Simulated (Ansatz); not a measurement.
Species: C2H2N2O, SMILES `N#C/N=C\O` (charge 0, multiplicity 1).

Problem. Give a relaxed geometry from PBE-D3(BJ)/def2-TZVP (Ansatz, a first-principles code).

Solution. One answer among several that fit: the end point of this relaxation, one of several conformers (outside a Z-matrix the atoms follow the SMILES, hydrogens last).
Cartesian coordinates (Å) in one orientation:
```xyz
7

N      2.342     0.413    -0.195
C      1.369    -0.233    -0.088
N      0.289    -1.007     0.033
C     -0.861    -0.420     0.086
O     -1.110     0.888     0.033
H     -1.771    -1.015     0.186
H     -0.258     1.375    -0.056
```
